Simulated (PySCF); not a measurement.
Compound: CH8FPSi2.
Atom-mapped SMILES: `[CH3:1][SiH2:2][Si@H:3]([F:4])[PH2:5]` (hydrogens: H6, H7, H8 on C1; H9, H10 on Si2; H11 on Si3; H12, H13 on P5)

Computed with PBE0-D3(BJ)/def2-SVP geometry optimisation, gas phase (PySCF 2.14.0).

**Question.** List the bond lengths, angles and torsions at this level.

**Answer.** 
```
               bond  length (Å)   order
             C1–Si2       1.885  single
            Si2–Si3       2.342  single
             Si3–F4       1.636  single
             Si3–P5       2.263  single
C1–H6, C1–H7, C1–H8       1.101  single
             Si2–H9       1.497  single
            Si2–H10       1.498  single
            Si3–H11       1.496  single
     P5–H12, P5–H13       1.431  single
```

Bonds in one row agree within 0.01 Å and their mean is given. Orders are formal, as drawn. A selection of angles:
```
      angle  degrees
  Si2–C1–H6    110.7
   H6–C1–H7    108.1
 C1–Si2–Si3    109.1
  C1–Si2–H9    110.7
 C1–Si2–H10    110.4
 Si3–Si2–H9    110.8
Si3–Si2–H10    107.4
 H9–Si2–H10    108.3
 Si2–Si3–F4    109.3
 Si2–Si3–P5    112.8
Si2–Si3–H11    112.7
  F4–Si3–P5    108.0
 F4–Si3–H11    107.6
 P5–Si3–H11    106.1
 Si3–P5–H12     91.1
 Si3–P5–H13     94.9
 H12–P5–H13     93.6
```

Dihedral angles: C1–Si2–Si3–F4 178° (antiperiplanar).

Si3 (fluorine-bound silicon) is tetrahedral (angles from 106.1° to 112.8°). P5 (three-coordinate phosphorus) is pyramidal (angles 94.9°, 93.6° and 91.1°, sum 279.7°, 0.87 Å off the plane of its three neighbours). Si2 (SiH2 silicon) is tetrahedral (angles from 107.4° to 110.8°).

Point group: C1 (no symmetry element, even within 0.4 Å). No PBE0-D3(BJ)/def2-SVP frequencies stand behind this structure, so it isn't proved a minimum. One conformer, not necessarily the lowest (C1–Si2–Si3–F4 178°, Si2–Si3–P5–H -65° and 29°).
